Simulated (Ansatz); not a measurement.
# Relaxing a trial structure of H6In2O2

The starting geometry of this gas-phase singlet was optimised with GFN2-xTB.

```xyz
10

In    0.7829    0.1496   -2.1264
In   -1.2711    0.7675   -0.2240
O     0.3479   -1.8669   -1.6807
O    -1.6875   -1.5202   -0.1579
H     0.6404   -2.7022   -2.0439
H     2.1195    0.1557   -3.3984
H    -0.8160    0.9863    1.4638
H    -2.8290    1.3350   -0.7836
H    -1.5552   -2.0526    0.6337
H    -0.9162   -1.7553   -0.7927
```

Question: Predict what it relaxes into with PBE0-D4/def2-SVP.

Answer: It keeps its bonds.

The energy falls by 0.18 eV over 9 steps:

```
step  E − E(last) (eV)
   1             0.181
   2             0.040
   3             0.037
   4             0.006
   5             0.002
   6             0.000
   7             0.000
   8             0.000
   9             0.000
```

Final geometry (Å):

```xyz
10

In    0.7315    0.0946   -2.0171
In   -1.3061    0.7620   -0.2148
O     0.2857   -1.9333   -1.7022
O    -1.6171   -1.5144   -0.1686
H     0.6222   -2.6520   -2.2451
H     2.0224    0.1451   -3.1908
H    -0.8171    1.0259    1.4308
H    -2.7900    1.3417   -0.8878
H    -1.4244   -1.8957    0.6954
H    -0.8912   -1.8770   -0.8098
```

Frequencies at the end are all real (lowest 66 cm⁻¹). Atoms past krypton carry core potentials, without spin–orbit terms. Run with Ansatz 0.2.0, 25 s on 2 threads of Arm Neoverse V2, with other jobs on the host.
